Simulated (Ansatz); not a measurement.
```yaml
crystal:
  periodic: [false, false, false]
  atoms:
    - {symbol: Te, position_ang: [0.066017, 0.003429, 0.662412]}
    - {symbol: O, position_ang: [1.637262, -0.030395, -0.113725]}
    - {symbol: F, position_ang: [-0.827246, 1.362721, -0.283757]}
    - {symbol: F, position_ang: [-0.876022, -1.335755, -0.264940]}
basis:
  gaussian: {orbitals: ANO-RCC-VTZP}
total_charge: 1
magnetization: {spin_polarized: true, initial_magnetization: 1}
hamiltonian: {xc: {name: B3LYP}}
output: {forces: true}
```

```sh
$ ansatz run in.yaml --threads 4 --pin off --events-out ev --progress --plain --max-ram 3916MiB
```

Output, abridged:

```
Functional definition: B3LYP
  name "B3LYP"
  cite "Stephens, Devlin, Chabalowski & Frisch, J. Phys. Chem. 98, 11623 (1994) doi:10.1021/j100096a001"
  cite "Becke, Phys. Rev. A 38, 3098 (1988) doi:10.1103/PhysRevA.38.3098"
  cite "Lee, Yang & Parr, Phys. Rev. B 37, 785 (1988) doi:10.1103/PhysRevB.37.785"
  cite "Vosko, Wilk & Nusair, Can. J. Phys. 58, 1200 (1980) doi:10.1139/p80-159"
  parameter a0 = 0.2
  parameter ax = 0.72
  parameter ac = 0.81
  exchange = (1 - a0 - ax)*slater_x + ax*b88_x + a0*exact_x
  correlation = (1 - ac)*vwn_rpa_c + ac*lyp_c
1404 factors; their error is unknown
mean field evaluation 1: about -192321.2870 eV, gradient 8.9e1 eV
mean field evaluation 2: about -192141.4395 eV, gradient 2.0e2 eV
mean field evaluation 4: about -192340.2772 eV, gradient 4.7e1 eV
mean field evaluation 8: about -192348.4198 eV, gradient 7.1e-1 eV
mean field evaluation 16: about -192348.5701 eV, gradient 7.4e-3 eV
mean field evaluation 32: about -192348.4419 eV, gradient 7.1e-1 eV
mean field -192348.57012186 eV, -7068.6795734347 hartree, gradient 9.5e-6 eV, S^2 0.757633; 4 other end points of the search recorded, 0 dependent functions left out
the calculation of the forces begins
reference -192348.57043224 eV, -7068.6795848411 hartree; 39, 38 occupied and 119, 120 virtual orbitals, 1404 factors
Total energy: -192348.57043224 eV, -7068.6795848411 hartree
Relativity: scalar
Atom 0 at     0.066017     0.003429     0.662412 Å, force    -5.394921     0.104325     0.977286 eV/Å
Atom 1 at     1.637262    -0.030395    -0.113725 Å, force     4.032876    -0.087767    -2.130576 eV/Å
Atom 2 at    -0.827246     1.362721    -0.283757 Å, force     0.667215    -0.772259     0.581961 eV/Å
Atom 3 at    -0.876022    -1.335755    -0.264940 Å, force     0.694830     0.755702     0.571329 eV/Å
Dipole moment:     0.207242     0.000638     0.628174 e Å
```

Hardware: 4 threads of Arm Neoverse V2 on a shared host. Wall time 18 s, peak host memory 1 GiB.

DK, ANO-RCC and x2c sets are all-electron and run with scalar relativity unless a key says otherwise. B3LYP takes the VWN-RPA correlation.

The dipole of an ion depends on the origin.
